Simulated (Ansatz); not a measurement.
Computed with Ansatz.

Basis-set series for `NB(Cl)[O][GeH3]`. The species carries charge 0 and has multiplicity 1. The structure was optimised at the PBE0-D4/def2-TZVP level. It is one conformer, not always the lowest.

Z-matrix (Å, degrees):
```
Ge
O 1 1.782
H 1 1.530 2 105.4
H 1 1.534 2 107.6 3 -120.1
H 1 1.541 2 109.0 3 119.7
B 2 1.351 1 130.2 3 -149.5
Cl 6 1.786 2 117.0 1 -175.1
N 6 1.402 2 125.7 1 4.9
H 8 1.005 6 123.8 2 2.7
H 8 1.004 6 121.7 2 179.3
```

```json
{"functional": "PBE0-D4", "basis": "def2-SVP", "functions": "117", "energy (Eh)": "-2694.08195", "HOMO (eV)": "-7.79", "LUMO (eV)": "0.25"}
{"functional": "PBE0-D4", "basis": "def2-QZVPP", "functions": "480", "energy (Eh)": "-2694.75385", "HOMO (eV)": "-8.05", "LUMO (eV)": "-0.26"}
{"functional": "ωB97M-V", "basis": "def2-SVP", "functions": "117", "energy (Eh)": "-2694.47061", "HOMO (eV)": "-10.10", "LUMO (eV)": "2.12"}
{"functional": "ωB97M-V", "basis": "def2-QZVPP", "functions": "480", "energy (Eh)": "-2695.14289", "HOMO (eV)": "-10.40", "LUMO (eV)": "1.22"}
```

**Question.** Give the rows for def2-TZVPP. (Estimate.)

**Answer.** The calculation gave: 
```
functional       basis  functions  energy (Eh)  HOMO (eV)  LUMO (eV)
   PBE0-D4  def2-TZVPP        253  -2694.68559      -8.01      -0.04
   ωB97M-V  def2-TZVPP        253  -2695.07703     -10.36       1.63
```

Positive LUMOs are unbound and depend on the basis. Scalar relativity is left out up to krypton.
